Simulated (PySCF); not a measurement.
C₅H₁₂, SMILES CCCCC. Coordinates come from a PBE-D3(BJ)/def2-SVP optimisation. The values are those of a single conformer.

Question: Give the equilibrium geometry at PBE-D3(BJ)/def2-SVP (PySCF confirms it by a frequency run) as a Z-matrix. (An estimate is asked for; the answer gives what the named calculation found.)

Answer: This is not unique; one that fits is 
```
C
H 1 1.1128
H 1 1.1145 2 105.55
C 1 1.5331 2 108.64 3 -116.88
H 4 1.1118 1 109.76 2 177.98
H 4 1.1134 5 105.60 1 -117.30
C 4 1.5293 5 109.29 6 -117.95
H 7 1.1088 4 111.87 5 57.45
H 7 1.1103 8 107.49 4 122.41
H 7 1.1104 8 107.54 9 115.06
C 1 1.5354 2 108.98 3 117.20
H 11 1.1115 1 108.69 2 -50.48
H 11 1.1133 12 105.59 1 -116.84
C 11 1.5308 12 109.08 13 -117.59
H 14 1.1088 11 111.46 12 55.13
H 14 1.1092 15 107.16 11 -122.93
H 14 1.1106 15 107.48 16 -115.03
```
